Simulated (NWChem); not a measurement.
System: CH₃FMg; SMILES [CH3][Mg][F]

Output (shortened):

```
             Northwest Computational Chemistry Package (NWChem) 7.3.0
             --------------------------------------------------------

                             Geometry "geometry" -> ""
                             -------------------------

 Output coordinates in angstroms (scale by  1.889725989 to convert to a.u.)

  No.       Tag          Charge          X              Y              Z
 ---- ---------------- ---------- -------------- -------------- --------------
    1 Mg                  12.0000    -0.07702100     0.28085200     0.00135700
    2 F                    9.0000     0.20070000     2.02470200    -0.00112100
    3 C                    6.0000    -0.40360200    -1.77153700     0.00427600
    4 H                    1.0000     0.06222900    -2.25901500    -0.86858500
    5 H                    1.0000    -1.47941900    -2.01307000    -0.02326200
    6 H                    1.0000     0.01468500    -2.24926000     0.90611400

 Effective nuclear repulsion energy (a.u.)      78.0154566027

                              NWChem Property Module
                              ----------------------

  itol2e modified to match energy
  convergence criterion.

                                 NWChem DFT Module
                                 -----------------

 Summary of "ao basis" -> "ao basis" (spherical)
 ------------------------------------------------------------------------------
       Tag                 Description            Shells   Functions and Types
 ---------------- ------------------------------  ------  ---------------------
 Mg                         pcsseg-1                 8       16   4s4p
 F                          pcsseg-1                 7       17   3s3p1d
 C                          pcsseg-1                 7       17   3s3p1d
 H                          pcsseg-1                 3        5   2s1p

  itol2e modified to match energy
  convergence criterion.

[...]

          -----------------------------------------
          Chemical Shielding Tensors (GIAO, in ppm)
          -----------------------------------------

                                NWChem CPHF Module
                                ------------------

  scftype          =     RHF
  nclosed          =       15
  nopen            =        0
  variables        =      750
  # of vectors     =        3
  tolerance        = 0.10D-03
  level shift      = 0.00D+00
  max iterations   =       50
  max subspace     =       30

 SCF residual:    2.2081423433195642E-005

Iterative solution of linear equations
  No. of variables      750
  No. of equations        3
  Maximum subspace       30
        Iterations       50
       Convergence  1.0D-04

   iter   nsub   residual    time
   ----  ------  --------  ---------
     1      3    7.68D-06      13.2

      Atom:    1  Mg
        Diamagnetic
    710.8682      0.5593     -0.0007
      0.5593    714.2942     -0.0048
     -0.0007     -0.0048    710.7791

        Paramagnetic
   -319.1352     50.3442     -0.0742
     50.3442    -10.9634     -0.4548
     -0.0742     -0.4548   -327.1476

        Total Shielding Tensor
    391.7330     50.9036     -0.0749
     50.9036    703.3308     -0.4596
     -0.0749     -0.4596    383.6314

           isotropic =     492.8984
          anisotropy =     327.8070

          Principal Components and Axis System
                 1           2           3
              711.4364    383.6316    383.6272

      1         0.1572     -0.4214      0.8932
      2         0.9876      0.0684     -0.1416
      3        -0.0014      0.9043      0.4269

      Atom:    2  F
        Diamagnetic
    468.7873      2.8147     -0.0040
      2.8147    486.0088     -0.0250
     -0.0040     -0.0250    468.3389

        Paramagnetic
   -158.0700     25.4135     -0.0360
     25.4135     -2.5313     -0.2288
     -0.0360     -0.2288   -162.1169

        Total Shielding Tensor
    310.7173     28.2283     -0.0400
     28.2283    483.4775     -0.2539
     -0.0400     -0.2539    306.2220

           isotropic =     366.8056
          anisotropy =     181.7515

          Principal Components and Axis System
                 1           2           3
              487.9733    306.2222    306.2213

      1         0.1573      0.7978     -0.5820
      2         0.9876     -0.1262      0.0938
      3        -0.0014      0.5896      0.8077

      Atom:    3  C
        Diamagnetic
    248.5753      1.1974     -0.0022
      1.1974    255.9121     -0.0104
     -0.0022     -0.0104    248.3858

        Paramagnetic
    -33.8686     -3.8285      0.0083
     -3.8285    -57.3344      0.0303
      0.0083      0.0303    -33.2688

        Total Shielding Tensor
    214.7067     -2.6311      0.0062
     -2.6311    198.5777      0.0199
      0.0062      0.0199    215.1170

           isotropic =     209.4672
          anisotropy =       8.4883

          Principal Components and Axis System
                 1           2           3
              215.1261    215.1160    198.1594

      1         0.9376     -0.3102      0.1570
      2        -0.1487      0.0505      0.9876
      3         0.3143      0.9493     -0.0012

      Atom:    4  H
        Diamagnetic
     26.5916     -2.5790     -4.3700
     -2.5790     30.1591      5.6411
     -4.3700      5.6411     32.7414

        Paramagnetic
      2.7031      0.2836      0.5771
      0.2836      1.5672     -0.8246
      0.5771     -0.8246      1.8794

[...]
```

Level: KT2/pcSseg-1, GIAO. All runs use the structure optimised with PBE0/def2-SVP. The printed shielding anisotropy is the first printed principal value minus the mean of the other two.

Question: Reconstruct the input file.

Answer: This is not unique; one that fits is the input that was run:
```
start job
memory heap 200 mb stack 900 mb global 1100 mb
geometry units angstroms noautosym nocenter noautoz
  Mg    -0.077021     0.280852     0.001357
  F      0.200700     2.024702    -0.001121
  C     -0.403602    -1.771537     0.004276
  H      0.062229    -2.259015    -0.868585
  H     -1.479419    -2.013070    -0.023262
  H      0.014685    -2.249260     0.906114
end
basis spherical
  * library pcsseg-1
end
dft
  xc kt2
  iterations 150
end
property
  shielding 4 1 2 3 4
end
task dft property
```
